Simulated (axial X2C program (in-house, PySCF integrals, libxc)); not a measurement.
# Which molecule has these constants?

Computed with an axial X2C code built on PySCF integrals, spin-free (one-electron X2C) or two-component (2c: spin–orbit coupling with atomic mean-field Coulomb and Gaunt terms, which also bring small scalar terms), in Dyall basis sets with cores contracted in-house; open shells are unrestricted.

A two-component PBE0 calculation in a Dyall 3-zeta basis gave Re = 2.313 Å, ωe = 372.7 cm⁻¹, dipole magnitude 5.57 D, Ω = 1.

Problem. Which molecule is it?
A. ZrSe
B. ZrO
C. ZrTe

Solution. A. The others have ZrO 1.713 Å and 974.7 cm⁻¹ (Ω = 1); ZrTe 2.536 Å and 291.2 cm⁻¹ (Ω = 1).

Each entry is the lowest single determinant of a limited PBE0 search at one distance. De goes to single-determinant-based atoms at the same level (for ions the charge split of lowest energy) and is withheld (n/a) where an atom does not fit its ground term or J level. Main or longest-lived isotopes. One determinant is a doubtful description, or other states lie close, for ZrSe, ZrO, ZrTe; these need not be ground states, and all values refer to the states named. With several unpaired electrons the Ω given is that of one determinant, not necessarily of the lowest component. The functionals have no current term, which raises determinants with orbital currents.
